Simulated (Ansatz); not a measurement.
Reaction (SMILES): CCCC[CH]CO → CCC[CH]CCO
Each molecule is optimised on its own at B3LYP-D3(BJ)/def2-TZVP (Ansatz, an electronic-structure program), one conformer each, not searched for the lowest.

Quantity: isomerisation energy (electronic energy difference), in eV. Valence correlation only, unless marked. Open shells are spin-unrestricted. Spin-orbit coupling is left out. Non-relativistic. CBS(X,Y): correlation extrapolated as X^-3; Hartree-Fock from the larger set. [CCSD(T)-MP2]/basis is that difference in the basis named.

| level | program | isomerisation energy (eV) |
|---|---|---|
| BLYP/def2-TZVPD | Ansatz | 0.02 |
| revPBE-D4/def2-TZVPD | Ansatz + dftd4 | 0.01 |

Problem. Predict the RI-MP2/CBS(cc-pVTZ,cc-pVQZ)+[CCSD(T)-MP2]/cc-pVTZ result (Ansatz).

Solution. 0.00 eV, so revPBE-D4/def2-TZVPD differs from it by 0.01 eV.
